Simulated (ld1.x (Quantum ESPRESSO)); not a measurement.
## Configuration tests for Sn (Z = 50) (TM)

```
Element                 : tin
Generator               : ld1.x (Quantum ESPRESSO) 7.5
Type                    : norm-conserving Troullier–Martins (Kleinman–Bylander form)
Functional              : PW91
Relativity              : scalar-relativistic
Frozen core             : [Kr] 4d10
Valence charge          : 4
Reference configuration : 5s1 5p3
Partial waves           : 5s (bound): rc 2.00 bohr; 5p (bound): rc 2.30 bohr
Local potential         : all-electron potential smoothed inside 1.60 bohr (lloc = -2)
Core correction         : Bessel-smoothed model core inside 1.05 bohr
```

Energies are relative to the spin-unpolarised reference configuration 5s1 5p3; without spin polarisation the order of configurations can differ from experiment.

```tsv
valence configuration	charge	ΔE all-electron (eV)	error AE − PS (meV)
5s2 5p2	0	-7.006	-12
5s2 5p0	+2	13.957	-29
5s1 5p2	+1	7.604	-5.0
5s0 5p4	0	7.237	-15
5s2 5p2.3	-0.3	-7.868	-12
5s2 5p1.5	+0.5	-4.364	-10
```

(1) What are ΔE and the potential's error for 5s2 5p1?

Levels in the configuration 5s1 5p2:

| level | all-electron (eV) | pseudo (eV) |
| --- | --- | --- |
| 5s | -18.799 | -18.819 |
| 5p | -11.030 | -11.041 |

Note: ghost state, extra bound levels that the all-electron valence spectrum of the same l lacks: d at -1.03 eV. A true bound ghost makes a file unfit for plane-wave use.

## Answers

(1) ΔE = -0.074 eV all-electron; the error (AE − PS) is -9.4 meV.
